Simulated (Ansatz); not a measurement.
A made-up structure of CH₃LiSe, closed shell:

Li1  (0.954, -0.174, 0.940)
C2  (-0.202, -0.035, -0.709)
Se3  (-1.307, -1.046, 0.508)
H4  (0.397, -0.625, -1.417)
H5  (-0.112, 1.003, -1.038)
H6  (0.217, 0.959, 1.778)
(Å)

It is relaxed with PBE-D4/def2-SVP and then PBE0-D4/def2-TZVP (Ansatz 0.2.0). Atoms count as bonded within 1.22 times the sum of their covalent radii (H–H: 0.88 Å). The end point is not checked to be a true minimum.

(1) Does its bonding change? (Judge from chemistry; the calculation decides.)

Answers

(1) Computed: Yes. Formed: Se3–H6; broken: Li1–H6.

Where it ends: The first stage lowers the energy by 2.46 eV in 12 steps. It ends as CH₃LiSe ([Li]1[CH2][SeH]1):
Li1  (1.627, -0.062, 0.623)
C2  (0.219, 0.092, -0.687)
Se3  (-0.741, -0.668, 0.918)
H4  (0.123, -0.749, -1.389)
H5  (-0.438, 0.876, -1.073)
H6  (-0.844, 0.595, 1.669)
(Å)

Labels in which every atom is bracketed show which atoms are joined, not bond orders.

For scale, one of the runs: PBE0-D4/def2-TZVP relaxation, 111 basis functions, launched by `ansatz run in.yaml --threads 2 --pin off --events-out ev --progress --plain --max-ram 4352MiB`. The run took about 55 s on 2 CPU threads of an Arm Neoverse V2 (shared host).
